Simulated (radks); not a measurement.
The numbers below are computed, except where a source is named.
Species: B3+. Configuration: [He] (the NIST ground configuration).

Code: a radial shooting solver on a logarithmic mesh with Libxc functionals. Model: non-relativistic Kohn-Sham, PBEsol, spin-unpolarised, spherical densities, point nucleus.

Energy parts (hartree):
part                     energy
total                 -21.86991
kinetic                21.81351
electron-nucleus      -46.68097
Hartree                 5.76537
exchange-correlation   -2.76783

Orbitals (lengths in bohr, moments of r in powers of bohr):
orbital  occ.  eigenvalue (hartree)   <r^2>
1s          2              -8.45597  0.1450

The highest occupied level is 1s at -230.10 eV. The density falls to 0.001 e/bohr^3 at r = 1.23 bohr. The electron density at the nucleus is 69.41 e/bohr^3. Summed over all electrons, <r^2> = 0.2899 bohr^2, which gives a Langevin (diamagnetic) susceptibility term of -0.23 x 10^-6 cm^3/mol. For comparison, the ionisation energy in NIST's Atomic Spectra Database is 259.37 eV (theoretical). In exact Kohn-Sham theory the highest level is minus the ionisation energy, but local and semilocal functionals leave it too shallow, through self-interaction and a potential that decays too fast; potentials with the right tail come closer.
